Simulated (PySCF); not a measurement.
HO4Re, SMILES [O]=[Re](=[O])(=[O])[OH] (connectivity only; charge and spin as stated), charge -1, multiplicity 2. Atoms are numbered in the order given.

```xyz
6

Re     0.0559     0.0034     0.0000
O      0.0182    -0.8713    -1.5301
O      0.0182    -0.8713     1.5301
O      1.5390     0.9484     0.0000
O     -1.8589     0.5702     0.0000
H     -1.9216     1.5388     0.0000
```
Charge -1, spin multiplicity 2.

Geometry optimised at PBE-D3(BJ)/def2-SVPD. The geometry has at least one imaginary mode, so it is a saddle point at that level. The spin state was assumed, not searched. The isomer is the one that the SMILES or the coordinates give; other isomers of the formula were not compared. The def2 effective core potentials stand for the cores of Re; spin–orbit coupling is left out. Other conformers were not sampled.

The numbers are results of M06-2X/def2-SVPD run with PySCF, not measurements.

Computed frontier levels, dipole moment and polarisability:
```
Property                                                           Result
------------------------------------------------  -----------------------
α spin, highest occupied and lowest empty level         -2.04 and 3.82 eV
β spin, highest occupied and lowest empty level         -4.94 and 3.34 eV
dipole moment about the centre of nuclear charge                   2.69 D
mean static polarisability                           61.6 bohr³ (9.13 Å³)
polarisability, principal values                   56.5, 63.5, 64.9 bohr³
⟨S²⟩                                              0.757 (pure state 0.75)
```
